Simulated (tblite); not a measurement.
B₂H₇NSi.
Atom-mapped SMILES: `[BH2:1][NH:2][SiH2:3][BH2:4]` (hydrogens: H5, H6 on B1; H7 on N2; H8, H9 on Si3; H10, H11 on B4)

Computed with GFN2-xTB (tblite), gas phase: L-BFGS steps from a force-field or distance-geometry start until the largest atomic force falls under 0.01 eV/Å.

Step 21: E = -291.2889 eV
```
atom  x, y, z in Å  |  force x, y, z in eV/Å
B1     -2.0905    0.2054   -0.3740    0.065   0.035   0.099
N2     -0.8748    0.2151    0.3056    0.069   0.019   0.050
Si3     0.5774   -0.7325   -0.0008   -0.017   0.061  -0.061
B4      2.1124    0.4763   -0.0177   -0.012  -0.057  -0.099
H5     -2.8584    1.0664   -0.1633   -0.117  -0.076  -0.012
H6     -2.2742   -0.6515   -1.1474   -0.089   0.036  -0.036
H7     -0.7561    0.9656    0.9766    0.022  -0.139  -0.059
H8      0.6796   -1.8880    0.9303   -0.167   0.138  -0.028
H9      0.3246   -1.3019   -1.3380    0.033  -0.098   0.045
H10     3.1662    0.0052   -0.2114    0.058   0.194   0.062
H11     1.9990    1.6423    0.0541    0.155  -0.114   0.040
```

Step 22: E = -291.2948 eV
```
atom  x, y, z in Å  |  force x, y, z in eV/Å
B1     -2.0916    0.2077   -0.3735    0.063   0.016   0.093
N2     -0.8700    0.2253    0.2932    0.089   0.004   0.067
Si3     0.5745   -0.7360   -0.0064    0.025   0.132  -0.008
B4      2.1097    0.4700   -0.0131    0.036  -0.014  -0.133
H5     -2.8724    1.0481   -0.1395   -0.137  -0.024  -0.013
H6     -2.2704   -0.6387   -1.1584   -0.093   0.012  -0.039
H7     -0.7450    0.9753    0.9642    0.002  -0.154  -0.063
H8      0.6777   -1.8809    0.9323   -0.180   0.090   0.006
H9      0.3277   -1.3144   -1.3349    0.007  -0.123  -0.031
H10     3.1683    0.0105   -0.2073    0.052   0.158   0.068
H11     1.9968    1.6356    0.0574    0.135  -0.095   0.053
```

**Question.** Estimate the geometry and energy of step 23. (The exact step hangs on the optimiser's Hessian estimate; all steps are aligned on step 22, rigid shifts and turns removed.)

**Answer.** E = -291.3036 eV, largest force 0.196 eV/Å
```
atom  x, y, z in Å  |  force x, y, z in eV/Å
B1     -2.0928    0.2128   -0.3717    0.006  -0.025   0.062
N2     -0.8624    0.2378    0.2754    0.078   0.019   0.091
Si3     0.5714   -0.7385   -0.0148    0.087   0.160   0.015
B4      2.1074    0.4615   -0.0130    0.105   0.043  -0.130
H5     -2.8964    1.0210   -0.1067   -0.105   0.017  -0.011
H6     -2.2668   -0.6197   -1.1726   -0.092  -0.007  -0.037
H7     -0.7287    0.9856    0.9470   -0.020  -0.149  -0.045
H8      0.6695   -1.8694    0.9357   -0.186   0.037   0.051
H9      0.3325   -1.3353   -1.3308   -0.026  -0.143  -0.111
H10     3.1741    0.0217   -0.1989    0.061   0.082   0.056
H11     1.9975    1.6249    0.0645    0.092  -0.033   0.060
```

The energy changes by -0.0088 eV. The first-order estimate −F·Δx gives -0.0120 eV and the mean of the old and new forces, exact on a quadratic surface, -0.0088 eV. The step makes an angle of 71° with the force vector and moves no atom by more than 0.049 Å.

The cost below is that of the whole relaxation. The run took 0.27 s of wall time on Arm Neoverse V1, one thread, no GPU, shared host.
